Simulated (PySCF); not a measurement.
## Electronic structure of Fe (iron, neutral) at the UHF level

Configuration: [Ar] 3d6 4s2, high-spin 5D determinant. All numbers are calculated (PySCF 2.14, the spin-free X2C one-electron Hamiltonian (Gaussian nucleus), in aug-cc-pVDZ-DK).

```json
{
 "Total energy": "-1271.345113 hartree",
 "One-electron energy": "-1756.0183 hartree",
 "Hartree (Coulomb) energy": "539.6460 hartree",
 "Exchange energy": "-54.9728 hartree",
 "⟨S²⟩": "6.0166",
 "⟨L²⟩": "6.018",
 "Sum of ⟨r⟩": "21.79 bohr",
 "Sum of ⟨r²⟩": "40.76 bohr²",
 "Traceless quadrupole moment −½Σ⟨3z² − r²⟩ along its main axis": "0.243 e·bohr²",
 "Langevin diamagnetic susceptibility": "-32.3 ×10⁻⁶ cm³/mol"
}
```

```
shell  electrons  mean orbital energy (hartree)  spread (hartree)  rms radius, mean of both spins (bohr)
 1s α          1                     -263.67428                 0                                 0.0675
 1s β          1                     -263.67116                 0                                 0.0675
 2s α          1                      -32.49661                 0                                  0.288
 2s β          1                      -32.37510                 0                                  0.288
 2p α          3                      -27.56395           0.03340                                  0.260
 2p β          3                      -27.44301           0.00064                                  0.260
 3s α          1                       -4.42851                 0                                  0.871
 3s β          1                       -4.07651                 0                                  0.871
 3p α          3                       -2.97217           0.07449                                  0.937
 3p β          3                       -2.54859           0.05130                                  0.937
 3d α          5                       -0.67429           0.08654                                   1.23
 3d β          1                       -0.46803                 0                                   1.23
 4s α          1                       -0.28256                 0                                   3.48
 4s β          1                       -0.24455                 0                                   3.48
```

Densities and radii are taken from the X2C orbitals without a picture-change correction, which distorts them close to the nucleus.

Spin-orbit constants ζ (cm⁻¹) from the X2C one-electron operator on these orbitals: bare nucleus, nucleus screened by l(l+1)(2l+1)/3 electrons, and screened by the Breit-Pauli mean field of the electrons.

```json
{"shell": "2p", "bare": "70780", "screened nucleus": "65340", "mean field": "62880"}
{"shell": "3p", "bare": "8579", "screened nucleus": "7919", "mean field": "7570"}
{"shell": "3d", "bare": "774.9", "screened nucleus": "476.8", "mean field": "428.8"}
```

To first order the Landé constant is A = -107.2 cm⁻¹, so the lowest level has J = 4 and lies 0.0532 eV below the centre of the term. This holds in LS coupling only.
